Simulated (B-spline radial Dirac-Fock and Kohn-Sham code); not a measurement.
# Relativistic shifts of the levels of Sn⁵⁺

System: Sn⁵⁺ in the configuration 1s2 2s2 2p6 3s2 3p6 3d10 4s2 4p6 4d9.

Both columns are ΔSCF binding energies of the configuration average from a radial atomic solver: non-relativistic Hartree-Fock with a point nucleus, and Dirac-Fock with a finite nucleus and the Coulomb interaction alone, averaged over the two j levels with weights 2j+1.

```tsv
shell	Hartree-Fock (eV)	Dirac-Fock (eV)	shift (eV)	shift (%)
1s	28338.5	29372.5	+1034.01	+3.65
2s	4305.1	4558.3	+253.15	+5.88
2p	4016.7	4090.2	+73.48	+1.83
3s	911.7	965.1	+53.44	+5.86
3p	792.0	808.5	+16.54	+2.09
4s	208.6	219.4	+10.76	+5.16
4p	166.5	169.5	+2.98	+1.79
4d	96.06	95.01	-1.05	-1.09
```

Relativity binds 1s, 2s, 2p, 3s, 3p, 4s, 4p more strongly, among those listed most of all 2s in relative terms, and 4d more weakly, because the contracted s and p shells screen the nucleus better.

Values without a named source are computed, but for edge energies of neutral atoms, which are taken from tables.
